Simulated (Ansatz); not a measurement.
Total energies of BClFH₄NSi, SMILES `NB[SiH](F)Cl`.

Z-matrix (Å, degrees):
```
Si
B 1 2.007
Cl 1 2.057 2 109.9
F 1 1.607 2 108.8 3 -117.0
H 1 1.483 2 117.7 3 121.9
N 2 1.382 1 118.1 3 113.4
H 2 1.197 1 122.7 3 -66.0
H 6 1.008 2 123.3 1 -178.7
H 6 1.008 2 123.3 1 0.5
```

Total charge 0; spin multiplicity 1. The structure was optimised at the PBE0-D4/def2-TZVP level. It is one conformer, not always the lowest. Basis def2-TZVPP, the Gaussian-basis code of Ansatz.

RPA on PBE orbitals: Hartree–Fock energy of these orbitals -929.53840 Eh, correlation -1.41315 Eh (frozen core).

```json
{"functional": "LDA (SPW92)", "energy without D4 (Eh)": "-927.77124", "D4 term (kJ/mol)": "–"}
{"functional": "BLYP", "energy without D4 (Eh)": "-931.75444", "D4 term (kJ/mol)": "-41.9"}
{"functional": "r2SCAN", "energy without D4 (Eh)": "-931.65664", "D4 term (kJ/mol)": "-4.7"}
{"functional": "B97M-V", "energy without D4 (Eh)": "-931.57442", "D4 term (kJ/mol)": "–"}
{"functional": "B3LYP", "energy without D4 (Eh)": "-931.84573", "D4 term (kJ/mol)": "-31.1"}
{"functional": "HSE06 (plane-wave form)", "energy without D4 (Eh)": "-931.30931", "D4 term (kJ/mol)": "-15.3"}
{"functional": "LC-ωPBE", "energy without D4 (Eh)": "-931.47665", "D4 term (kJ/mol)": "–"}
{"functional": "ωB97M-V", "energy without D4 (Eh)": "-931.70036", "D4 term (kJ/mol)": "–"}
{"functional": "B2PLYP", "energy without D4 (Eh)": "-931.43208", "D4 term (kJ/mol)": "–"}
{"functional": "PBE-QIDH", "energy without D4 (Eh)": "-931.14301", "D4 term (kJ/mol)": "–"}
```

(1) Give the same for PBE, revPBE, PBE0, r2SCANh, r2SCAN0, BHLYP, CAM-B3LYP, ωB97X-V. (Estimate.)

B3LYP takes the VWN-RPA correlation (the form of Gaussian; ORCA's B3LYP/G). HSE06 is the plane-wave form, built on full-range PBE exchange. The double hybrids freeze the cores in their second-order part.

## Answers

(1) Computed: 
```tsv
functional	energy without D4 (Eh)	D4 term (kJ/mol)
PBE	-931.25553	-19.2
revPBE	-931.59161	-55.0
PBE0	-931.33237	-16.3
r2SCANh	-931.64507	-5.0
r2SCAN0	-931.62884	-5.6
BHLYP	-931.72572	-24.7
CAM-B3LYP	-931.76156	-16.7
ωB97X-V	-931.63173	–
```

LC-ωPBE has ω = 0.4 bohr⁻¹.
